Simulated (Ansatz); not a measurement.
Harmonic vibrations of cyclo-(H2SiO)2 (Si2O2H4) by finite differences.

```yaml
crystal:
  periodic: [false, false, false]
  atoms:
    - {symbol: Si, position_ang: [-0.066504, -0.718337, -0.964925]}
    - {symbol: H, position_ang: [0.133972, -0.265086, -2.365969]}
    - {symbol: H, position_ang: [-0.359801, -2.174215, -0.910619]}
    - {symbol: O, position_ang: [-1.169177, 0.232115, -0.092220]}
    - {symbol: Si, position_ang: [0.066503, 0.718345, 0.964916]}
    - {symbol: H, position_ang: [-0.133976, 0.265042, 2.365944]}
    - {symbol: H, position_ang: [0.359802, 2.174225, 0.910666]}
    - {symbol: O, position_ang: [1.169181, -0.232089, 0.092198]}
basis:
  gaussian: {orbitals: def2-SVP}
hamiltonian: {xc: pbe0, dispersion: d4}
scf: {omitted_lower_state_checks: [starts]}
phonons: {temperatures: {t_min: 298.15, t_max: 900, t_step: 200}}
```

```sh
$ ansatz run in.yaml --threads 4 --pin off --events-out ev --progress --plain --max-ram 3916MiB
```

Shortened log:

```
Functional definition: PBE0
mean field -19898.33895649 eV, -731.2504690726 hartree, gradient 1.8e-5 eV, S^2 0.000000; 0 other end points of the search recorded, 0 dependent functions left out
mean field -19898.33886865 eV, -731.2504658444 hartree, gradient 2.9e-6 eV, S^2 0.000000; 0 other end points of the search recorded, 0 dependent functions left out
mean field -19898.33887100 eV, -731.2504659308 hartree, gradient 2.8e-6 eV, S^2 0.000000; 0 other end points of the search recorded, 0 dependent functions left out
mean field -19898.33881972 eV, -731.2504640463 hartree, gradient 1.8e-6 eV, S^2 0.000000; 0 other end points of the search recorded, 0 dependent functions left out
mean field -19898.33884530 eV, -731.2504649863 hartree, gradient 1.0e-6 eV, S^2 0.000000; 0 other end points of the search recorded, 0 dependent functions left out
mean field -19898.33880026 eV, -731.2504633310 hartree, gradient 1.5e-6 eV, S^2 0.000000; 0 other end points of the search recorded, 0 dependent functions left out
mean field -19898.33883464 eV, -731.2504645945 hartree, gradient 9.7e-7 eV, S^2 0.000000; 0 other end points of the search recorded, 0 dependent functions left out
mean field -19898.33895037 eV, -731.2504688474 hartree, gradient 6.0e-6 eV, S^2 0.000000; 0 other end points of the search recorded, 0 dependent functions left out
mean field -19898.33894886 eV, -731.2504687922 hartree, gradient 6.0e-6 eV, S^2 0.000000; 0 other end points of the search recorded, 0 dependent functions left out
mean field -19898.33894422 eV, -731.2504686217 hartree, gradient 5.8e-6 eV, S^2 0.000000; 0 other end points of the search recorded, 0 dependent functions left out
mean field -19898.33894372 eV, -731.2504686031 hartree, gradient 5.9e-6 eV, S^2 0.000000; 0 other end points of the search recorded, 0 dependent functions left out
mean field -19898.33889475 eV, -731.2504668036 hartree, gradient 1.1e-6 eV, S^2 0.000000; 0 other end points of the search recorded, 0 dependent functions left out
mean field -19898.33891353 eV, -731.2504674938 hartree, gradient 6.0e-7 eV, S^2 0.000000; 0 other end points of the search recorded, 0 dependent functions left out
mean field -19898.33894701 eV, -731.2504687239 hartree, gradient 6.5e-6 eV, S^2 0.000000; 0 other end points of the search recorded, 0 dependent functions left out
mean field -19898.33895014 eV, -731.2504688392 hartree, gradient 6.3e-6 eV, S^2 0.000000; 0 other end points of the search recorded, 0 dependent functions left out
mean field -19898.33889150 eV, -731.2504666841 hartree, gradient 1.0e-6 eV, S^2 0.000000; 0 other end points of the search recorded, 0 dependent functions left out
mean field -19898.33890953 eV, -731.2504673468 hartree, gradient 7.2e-7 eV, S^2 0.000000; 0 other end points of the search recorded, 0 dependent functions left out
mean field -19898.33894626 eV, -731.2504686965 hartree, gradient 5.2e-6 eV, S^2 0.000000; 0 other end points of the search recorded, 0 dependent functions left out
mean field -19898.33895102 eV, -731.2504688713 hartree, gradient 4.9e-6 eV, S^2 0.000000; 0 other end points of the search recorded, 0 dependent functions left out
mean field -19898.33894190 eV, -731.2504685362 hartree, gradient 2.4e-6 eV, S^2 0.000000; 0 other end points of the search recorded, 0 dependent functions left out
mean field -19898.33893503 eV, -731.2504682837 hartree, gradient 2.6e-6 eV, S^2 0.000000; 0 other end points of the search recorded, 0 dependent functions left out
mean field -19898.33885601 eV, -731.2504653798 hartree, gradient 9.5e-7 eV, S^2 0.000000; 0 other end points of the search recorded, 0 dependent functions left out
mean field -19898.33888021 eV, -731.2504662690 hartree, gradient 8.1e-7 eV, S^2 0.000000; 0 other end points of the search recorded, 0 dependent functions left out
mean field -19898.33893510 eV, -731.2504682864 hartree, gradient 2.6e-6 eV, S^2 0.000000; 0 other end points of the search recorded, 0 dependent functions left out
mean field -19898.33894182 eV, -731.2504685335 hartree, gradient 2.4e-6 eV, S^2 0.000000; 0 other end points of the search recorded, 0 dependent functions left out
mean field -19898.33888016 eV, -731.2504662672 hartree, gradient 8.1e-7 eV, S^2 0.000000; 0 other end points of the search recorded, 0 dependent functions left out
mean field -19898.33885606 eV, -731.2504653816 hartree, gradient 9.5e-7 eV, S^2 0.000000; 0 other end points of the search recorded, 0 dependent functions left out
Total energy: -19898.48703087 eV, -731.2559107057 hartree
Atom 0 at    -0.066504    -0.718337    -0.964925 Å, force     0.000003    -0.000191    -0.000193 eV/Å
Atom 1 at     0.133972    -0.265086    -2.365969 Å, force     0.000187     0.000836    -0.000378 eV/Å
Atom 2 at    -0.359801    -2.174215    -0.910619 Å, force    -0.000178    -0.000587     0.000672 eV/Å
Atom 3 at    -1.169177     0.232115    -0.092220 Å, force    -0.000716     0.000153    -0.000065 eV/Å
Atom 4 at     0.066503     0.718345     0.964916 Å, force     0.000033     0.000128     0.000237 eV/Å
Atom 5 at    -0.133976     0.265042     2.365944 Å, force    -0.000198    -0.000800     0.000386 eV/Å
Atom 6 at     0.359802     2.174225     0.910666 Å, force     0.000164     0.000590    -0.000708 eV/Å
Atom 7 at     1.169181    -0.232089     0.092198 Å, force     0.000704    -0.000129     0.000047 eV/Å
Dipole moment:    -0.000002     0.000003    -0.000002 e Å
Vibrations: 218.33 555.12 592.09 599.53 659.73 678.78 729.28 741.06 849.87 866.03 872.28 993.80 995.77 1028.71 2270.06 2277.41 2281.06 2282.24 cm⁻¹, zero-point energy 1.208297 eV
Checks for a lower state left out: starts
```

It took 15 s on 4 threads of Arm Neoverse V2 on a shared host.
